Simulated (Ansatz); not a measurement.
H8OSSi3 (`O[SiH](S)[SiH2][SiH3]`), charge 0, multiplicity 1.

Question: Give a relaxed structure at PBE0-D4/def2-TZVP (the Gaussian-basis code of Ansatz). (Estimate.)

Answer: Ansatz gave: 
Z-matrix (Å, degrees):
```
Si
S 1 2.149
Si 1 2.333 2 107.4
O 1 1.646 2 113.0 3 -119.0
H 1 1.489 2 105.2 3 119.7
H 2 1.343 1 94.6 3 -141.5
Si 3 2.339 1 108.3 2 59.8
H 3 1.490 1 110.2 2 -179.3
H 3 1.490 1 109.2 2 -59.9
H 4 0.959 1 117.6 2 -48.6
H 7 1.488 3 109.7 1 52.0
H 7 1.488 3 110.8 1 171.9
H 7 1.486 3 109.9 1 -67.6
```
This is one stationary point; other conformers may exist.
